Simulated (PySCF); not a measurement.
## Electron correlation in Si⁻ (silicon, charge -1)

[Ne] 3s2 3p3, high-spin 4S determinant. Computed with PySCF 2.14 in aug-cc-pCVTZ-DK (8s7p5d3f, 75 functions), with scalar relativity by spin-free X2C-1e. Frozen: [Ne]; 5 electrons correlated.

| level | correlation energy (mhartree) |
| --- | --- |
| CCSD | -92.48 |
| (T) | -4.79 |
| CCSD(T) | -97.27 |

Diagnostics: T1 = 0.0073, D1 = 0.0162, largest double amplitude 0.050.

Cost of the coupled-cluster step: roughly 12 core-seconds, for 5 correlated electrons.

Iterations:

```
CC2 = 0
CCSD nocc = (np.int64(4), np.int64(1)), nmo = (70, 70)
frozen orbitals [[0, 1, 2, 3, 4], [0, 1, 2, 3, 4]]
max_cycle = 100
direct = 0
conv_tol = 1e-08
conv_tol_normt = 1e-06
diis_space = 8
diis_start_cycle = 0
Init t2, MP2 energy = -0.0767201737253596
Init E_corr(UCCSD) = -0.0767201737257666
cycle = 1  E_corr(UCCSD) = -0.088780469049764  dE = -0.0120602953  norm(t1,t2) = 0.0496834
cycle = 2  E_corr(UCCSD) = -0.0913508404345587  dE = -0.00257037138  norm(t1,t2) = 0.0151359
cycle = 3  E_corr(UCCSD) = -0.0924918183112607  dE = -0.00114097788  norm(t1,t2) = 0.00592482
cycle = 4  E_corr(UCCSD) = -0.092481803106372  dE = 1.00152049e-05  norm(t1,t2) = 0.0013156
cycle = 5  E_corr(UCCSD) = -0.0924832414982791  dE = -1.43839191e-06  norm(t1,t2) = 0.000327274
cycle = 6  E_corr(UCCSD) = -0.0924836268253817  dE = -3.85327103e-07  norm(t1,t2) = 9.23541e-05
cycle = 7  E_corr(UCCSD) = -0.0924838572009967  dE = -2.30375615e-07  norm(t1,t2) = 2.23844e-05
cycle = 8  E_corr(UCCSD) = -0.0924839095116003  dE = -5.23106036e-08  norm(t1,t2) = 6.27846e-06
cycle = 9  E_corr(UCCSD) = -0.0924838628240622  dE = 4.66875381e-08  norm(t1,t2) = 1.06876e-06
cycle = 10  E_corr(UCCSD) = -0.0924838747477117  dE = -1.19236495e-08  norm(t1,t2) = 2.16419e-07
cycle = 11  E_corr(UCCSD) = -0.0924838732494298  dE = 1.49828182e-09  norm(t1,t2) = 8.53587e-08
UCCSD converged
E(UCCSD) = -289.5828371705086  E_corr = -0.09248387324942985
UCCSD(T) correction = -0.00479012114159805
```
